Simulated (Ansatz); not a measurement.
FH5SSi2, SMILES `F[SiH]([SiH3])S`. Charge 0, multiplicity 1. The geometry is a stationary point of PBE0-D4/def2-TZVP. It is one conformer, not always the lowest.

```xyz
9

F    -2.183   -0.314   -0.395
Si   -0.920    0.543    0.099
Si    0.834   -0.929    0.572
S    -0.322    1.966   -1.360
H    -1.368    1.367    1.249
H     1.928   -0.172    1.234
H     0.391   -2.039    1.456
H     1.337   -1.493   -0.710
H     0.302    1.072   -2.145
```

What is the dipole moment at ωB97M-V/def2-TZVPP? (An estimate is asked.)

The calculation gave: 1.37 D, with components (1.27, -0.39, 0.34) D in this frame, pointing from negative to positive charge.

And with PBE, r2SCAN, B3LYP? (An estimate is asked.)

Computed: PBE 1.28 D, r2SCAN 1.34 D, B3LYP 1.37 D.

Give the Mulliken charges with ωB97M-V, PBE, r2SCAN in def2-TZVPP. (Estimate.)

Ansatz gave: 
```csv
atom,ωB97M-V,PBE,r2SCAN
F1,-0.31,-0.27,-0.32
Si2,0.47,0.49,0.56
Si3,0.01,0.07,0.14
S4,-0.23,-0.23,-0.25
H5,-0.03,-0.07,-0.09
H6,-0.01,-0.03,-0.05
H7,-0.01,-0.04,-0.06
H8,-0.01,-0.04,-0.06
H9,0.12,0.12,0.11
```

B3LYP here is the variant with VWN-RPA as its local correlation; programs differ in this.
